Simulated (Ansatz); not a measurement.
Start from `C[NH][Zr]([OH])([NH]C)[NH]C` and change one atom or group to get `C[NH][Zr]([Cl])([NH]C)[NH]C`.

Ansatz, PBE0-D4/def2-TZVP geometries, multiplicity 1. Each molecule was computed in one conformer, which needn't be the lowest.

Elements past krypton have def2 core potentials.

| property | `C[NH][Zr]([OH])([NH]C)[NH]C` |
| --- | --- |
| HOMO energy (B3LYP/def2-TZVPP) / eV | -5.92 |
| HOMO–LUMO gap (PBE0/def2-TZVPP) / eV | 6.25 |
| HOMO–LUMO gap (B3LYP/def2-TZVPP) / eV | 5.77 |
| LUMO energy (PBE0/def2-TZVPP) / eV | 0.11 |
| LUMO energy (B3LYP/def2-TZVPP) / eV | -0.15 |
| size of the dipole moment (B3LYP/def2-TZVPP) / D | 0.12 |

Problem. Give the same properties after the change, and the shifts. (An estimate is asked.)

Solution. The calculation gave: 
```json
{"property": "HOMO energy (B3LYP/def2-TZVPP) / eV", "`C[NH][Zr]([Cl])([NH]C)[NH]C`": "-6.48", "shift": "-0.56"}
{"property": "HOMO–LUMO gap (PBE0/def2-TZVPP) / eV", "`C[NH][Zr]([Cl])([NH]C)[NH]C`": "6.42", "shift": "0.17"}
{"property": "HOMO–LUMO gap (B3LYP/def2-TZVPP) / eV", "`C[NH][Zr]([Cl])([NH]C)[NH]C`": "5.97", "shift": "0.20"}
{"property": "LUMO energy (PBE0/def2-TZVPP) / eV", "`C[NH][Zr]([Cl])([NH]C)[NH]C`": "-0.28", "shift": "-0.39"}
{"property": "LUMO energy (B3LYP/def2-TZVPP) / eV", "`C[NH][Zr]([Cl])([NH]C)[NH]C`": "-0.51", "shift": "-0.36"}
{"property": "size of the dipole moment (B3LYP/def2-TZVPP) / D", "`C[NH][Zr]([Cl])([NH]C)[NH]C`": "3.28", "shift": "3.16"}
```

With PBE0 the HOMO falls by 0.56 eV and the LUMO falls by 0.39 eV, so the gap widens by about 0.17 eV. PBE moves the HOMO by -0.55 eV and ωB97M-V by -0.58 eV. Dipoles are sizes alone; their direction can turn.

Positive LUMOs are unbound, so they and the gaps depend on the basis.

B3LYP here is the variant with VWN-RPA as its local correlation; programs differ in this.
